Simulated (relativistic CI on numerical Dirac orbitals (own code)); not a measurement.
## How well does a small relativistic CI reproduce Al⁴⁺?

Calculated at this level of theory: Dirac-Coulomb-Breit CI, separate exchange-only KLI orbitals for each configuration, model QED, valence Slater integrals scaled by 0.85, P86 correlation energy added to each configuration (own radial code, finite nucleus).

Configuration list (outside the closed core 1s2): 2s2.2p5, 2s.2p6, 2s2.2p4.3s, 2s2.2p4.3p, 2s2.2p4.3d, 2s2.2p4.4s, 2p6.3s, 2s2.2p4.4p, 2s.2p5.3s, 2s2.2p4.4d, 2s2.2p4.4f, 2p6.3p, 2s2.2p4.5s, 2s2.2p4.5p, 2s2.2p4.5d, 2s.2p5.3p, 2s2.2p4.5f, 2s2.2p4.5g, 2p6.3d, 2s2.2p3.3s2, 2s2.2p3.3s.3p, 2s.2p5.3d, 2s2.2p3.3p2, 2s2.2p3.3s.3d, 2s.2p5.4s, 2s2.2p3.3p.3d, 2s.2p5.4p, 2s.2p5.4d, 2s.2p4.3s2, 2s.2p5.4f, 2s2.2p3.3d2, 2s.2p5.5s, 2s.2p5.5p. Levels of other configurations are missing.

```csv
Configuration,Term (tabulated),J,Measured (cm⁻¹),Computed,Error,Purity (%)
2s2.2p5,2P°,3/2,0.0,0,0,100
2s2.2p5,2P°,1/2,3442.0,3412,-30,100
2s.2p6,2S †,1/2,358816.0,376646,17830,99
2s2.2p4.3s,4P,5/2,751840.1,754437,2597,99
2s2.2p4.3s,4P,3/2,753989.5,756564,2574,98
2s2.2p4.3s,4P,1/2,755237.4,757807,2569,99
2s2.2p4.3s,2P,3/2,764250.4,765460,1209,98
2s2.2p4.3s,2P,1/2,766792.2,767967,1175,99
2s2.2p4.3s,2D,5/2,796622.4,795083,-1540,99
2s2.2p4.3s,2D,3/2,796652.9,795113,-1540,99
2s2.2p4.3s,2S,1/2,843914.0,833540,-10374,97
2s2.2p4.3d,4F,5/2,919901.0,922726,2825,92
2s2.2p4.3d,4F,3/2,920675.0,923473,2798,97
2s2.2p4.3d,4P,1/2,921415.4,923653,2238,99
2s2.2p4.3d,4P,3/2,922132.8,924391,2259,96
2s2.2p4.3d,4P,5/2,923227.2,925342,2115,77
2s2.2p4.3d,2D,3/2,925432.0,928529,3097,75
2s2.2p4.3d,2P,1/2,925894.0,928525,2631,98
2s2.2p4.3d,2D,5/2,926388.0,929663,3275,90
2s2.2p4.3d,2P,3/2,928408.0,931155,2747,77
2s2.2p4.3d,2S,1/2,960415.0,959620,-795,91
2s2.2p4.3d,2P,3/2,960868.0,959816,-1052,99
2s2.2p4.3d,2P,1/2,961638.0,960646,-992,92
2s2.2p4.3d,2D,3/2,963319.0,962429,-890,99
2s2.2p4.4d,4P †,3/2,1063650.0,1064538,888,81
2s2.2p4.4d,4P †,5/2,1064050.0,1065726,1676,81
2s2.2p4.4d,2P,1/2,1065170.0,1067690,2520,95
2s2.2p4.4d,2D,5/2,1066610.0,1069544,2934,85
```

Measured levels from NIST levels in Kelleher and Podobedova, J. Phys. Chem. Ref. Data 37, 709 (2008); pairs were made by configuration, J and term (by order where the table uses no LS term), so strongly mixed levels may be paired wrongly.

Mean error by configuration (cm⁻¹): 2s2.2p5 -30; 2s2.2p4.3s -416; 2s2.2p4.3d 1558; 2s2.2p4.4d 2727. Over the excited levels the mean absolute error is 2366 cm⁻¹ (27 of the 30 excited levels that our extract of the source holds in range could be paired, and the others can miss by more), and the median relative error of those above 1,000 cm⁻¹ is 0.26 %. † marks terms whose computed intervals miss the measured ones by more than a factor of 2.5, or configurations far off the rest, from wrong mixing, a near crossing or a doubtful label or measurement; they are left out of the means.
